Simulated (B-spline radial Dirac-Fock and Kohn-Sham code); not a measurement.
These are calculated numbers from a radial atomic solver; the model is the Dirac equation of a negative muon with reduced mass in the field of a spherical finite nucleus, with the Uehling potential to all orders; nuclear polarisation, deformation, hyperfine structure, self-energy, higher-order vacuum polarisation, relativistic recoil and electron screening are left out. The nuclear charge is a Fermi distribution (skin thickness 2.3 fm).

Q: A muonic atom of atomic mass 89.91 u emits these computed lines: 2p3/2 → 1s1/2 2334 keV, 3d5/2 → 2p3/2 568.9 keV, 4f7/2 → 3d5/2 198.7 keV, 5g9/2 → 4f7/2 91.71 keV. Which element is it, and what rms charge radius was used?

A: Strontium (Z = 38, nuclide ⁹⁰Sr); the high transitions hardly feel the nucleus and fix Z. The 2p → 1s line lies 784.9 keV below the value for a point nucleus without QED, which for this nuclear model gives a radius near 4.26 fm (4.2611 fm was used).
